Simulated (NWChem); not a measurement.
Molecule: Si2NH5F2; SMILES N[SiH2][SiH](F)F

```xyz
10

Si    -0.0008    -0.9971    -0.3893
F     -1.2920    -1.5032     0.4421
F      1.2954    -1.5010     0.4357
Si    -0.0030     1.3515    -0.5490
N      0.0040     2.2643     0.9337
H     -0.0034    -1.7247    -1.6899
H      1.2090     1.7353    -1.3254
H     -1.2234     1.7342    -1.3127
H     -0.8247     2.2418     1.5177
H      0.8369     2.2397     1.5115
```
Atoms are numbered in this order, from 1.

All runs: NWChem. Medium grid unless said otherwise, to which SCAN and Minnesota functionals are sensitive. Coordinates come from a B3LYP/6-31G* (spherical d) optimisation. Hybrids' shares of exact exchange are those that their runs print; pure functionals count as 0. The functionals differ in more than this share.

```csv
row,share of exact exchange,highest occupied level (eV)
PBE/def2-TZVP,0.00,-6.04
r2SCAN/def2-TZVP,0.00,-6.33
TPSSh/def2-TZVP,0.10,withheld
B3LYP/def2-TZVP,0.20,-7.15
PW6B95/def2-TZVP,0.28,-7.46
Hartree-Fock/def2-TZVP,1.00,-10.51
```

Question: Fit a straight line of the last column on the one before it, predict the withheld value, and compare with the run.

Answer: 
1. Means of the 5 shown rows: x = 0.296, y = -7.498. Slope Σ(x − x̄)(y − ȳ)/Σ(x − x̄)² = -2.932/0.6803 = -4.309; intercept -6.223.
2. The shown rows scatter about the line by 0.101 (root mean square); the largest residual is +0.18, at PBE/def2-TZVP.
3. At x = 0.10 (TPSSh/def2-TZVP; inside the shown range) the line gives -6.65.
4. The run gives -6.67, -0.02 from the line, 0.2 times the scatter.
